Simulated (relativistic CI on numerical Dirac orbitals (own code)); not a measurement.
**Mn⁴⁺ in a cubic cluster: 1s photoemission with charge transfer**

Computed with a charge-transfer multiplet model of a cubic metal-ligand cluster with up to 2 ligand holes, Slater and spin-orbit integrals from Dirac-Coulomb-Breit ions, Slater integrals scaled by 0.7. The ground state mixes d3 with configurations of k ligand holes L, whose averages lie at kΔ + k(k − 1)U_dd/2; a core hole lowers each added d electron by U_cd. 300 K, Lorentzian 1.1 eV and Gaussian 0.6 eV FWHM.

Atomic integrals in eV (Slater integrals scaled, ζ unscaled), ground: F2dd 8.643, F4dd 5.438, zeta_d 0.050; with the core hole: F2dd 9.767, F4dd 6.168, zeta_d 0.073, G2cd 0.054.

Cluster parameters (eV): Δ = 3.3, U_dd = 5.9, 10Dq = 1.9, 10Dq(ligand) = 0.4, V(eg) = 1.25, V(t2g) = -0.68, final-state hopping factor = 0.8.

Weights, n_d and S are thermal averages at 300 K. Binding energies count from the first peak over 30 % of the highest in each spectrum, which can be another peak from case to case. The parameters are a model scan and need not match a compound or its usual spin state. Peaks in eV (height, largest 100): 0.0 (100), 2.2 (22), 3.3 (24), 4.5 (22), 5.3 (22).

Q: Which parameters give this spectrum?
A. U_cd = 6.8 eV
B. U_cd = 7.4 eV
C. U_cd = 5 eV

A: C. U_cd = 5 eV; the ground state then has 3.29 d electrons and S = 1.50. The choice follows from running the model for each set and comparing peak positions and heights.
